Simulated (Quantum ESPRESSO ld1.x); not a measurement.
Q: Bi XXIV, 60 electrons, occupied as [Kr] 4d10 4f13 5s1. Calculated with ld1.x of Quantum ESPRESSO 7.5: scalar-relativistic Kohn-Sham, LDA (Slater exchange, VWN5 correlation), spin-polarised, spherical densities, point nucleus; open shells are filled with parallel spins first. Some entries of the table are withheld. Estimate them.

orbital  occ.  eigenvalue (eV)  <r^2> (bohr^2)  <1/r> (bohr^-1)
1s up       1         -91232.2       0.0003463            103.3
1s down     1         -91231.9       0.0003463            103.3
2s up       1         -16888.4        0.005244            24.27
2s down     1         -16888.2        0.005244            24.27
2p up       3         -14537.6        0.004485            21.22
2p down     3         -14537.3        0.004485            21.22
3s up       1         -4523.43         0.03366            8.998
3s down     1         -4522.24         0.03365            9.000
3p up       3         -3851.69         0.03495            8.117
3p down     3         -3850.48         0.03494            8.118
3d up       5         -3178.25         0.02892            7.614
3d down     5         -3177.26         0.02890            7.615
4s up       1         -1476.53          0.1576            3.920
4s down     1         -1474.65          0.1575            3.919
4p up       3         -1253.75             (1)            3.529
4p down     3         -1251.87             (2)            3.530
4d up       5         -1000.12          0.1956            3.202
4d down     5         -998.168          0.1954            3.203
4f up       7         -721.055          0.1999            2.874
4f down     6         -718.919          0.1994            2.876
5s up       1         -669.548             (3)            1.891
5s down     0         -666.094             (4)            1.893

A: 
(1) 4p up <r^2> (bohr^2): 0.1791
(2) 4p down <r^2> (bohr^2): 0.1790
(3) 5s up <r^2> (bohr^2): 0.6081
(4) 5s down <r^2> (bohr^2): 0.6078
